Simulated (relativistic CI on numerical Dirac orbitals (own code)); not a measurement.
**Ir⁷⁺: 4d photoemission**

Computed with this model: Dirac-Coulomb-Breit CI, KLI orbitals optimised for each configuration, a model potential for QED, valence Slater integrals scaled by 0.7, multiplet model of photoemission in the sudden approximation; configurations [Xe] 4f14 5d2 → [Kr] 4d9 4f14 5s2 5p6 5d2; 300 K; Lorentzian 2.45 eV and Gaussian 0.6 eV FWHM. Energies are those of the free ion, without screening or charge transfer. The energies are binding energies and can lie tens of eV above those of solids. S is read from ⟨S²⟩ = S(S + 1).

Field parameters in Wybourne normalisation: D3d B²₀ = −7Dσ, B⁴₀ = −14Dq − 21Dτ, B⁴₃ = −14√(10/7) Dq. The field is a parameter set, without covalency.

Computed curve for D3d, 10Dq = 31050, Dσ = 440, Dτ = 300 cm⁻¹, scaled to 100 at the maximum (points under 2 are left out and the grid is thinned):

(Energy (eV), Intensity): (406.0, 2.1), (406.8, 2.4), (407.8, 3.1), (408.6, 3.8), (409.4, 4.9), (410.4, 6.9), (411.2, 9.6), (412.2, 16.0), (413.0, 26.5), (413.8, 48.2), (414.8, 92.4), (415.6, 93.1), (416.4, 58.5), (417.4, 29.2), (418.2, 18.2), (419.0, 12.3), (420.0, 8.5), (420.8, 6.9), (421.6, 5.9), (422.6, 5.4), (423.4, 5.2), (424.4, 4.8), (425.2, 4.9), (426.0, 5.5), (427.0, 7.2), (427.8, 10.0), (428.6, 15.4), (429.6, 31.1), (430.4, 52.7), (431.2, 57.3), (432.2, 36.5), (433.0, 25.2), (433.8, 18.0), (434.8, 11.0), (435.6, 7.6), (436.6, 5.5), (437.4, 4.6), (438.2, 3.6), (439.2, 2.6), (440.0, 2.1)

The ground state has S = 0.95, and the centroid lies at 421.71 eV.
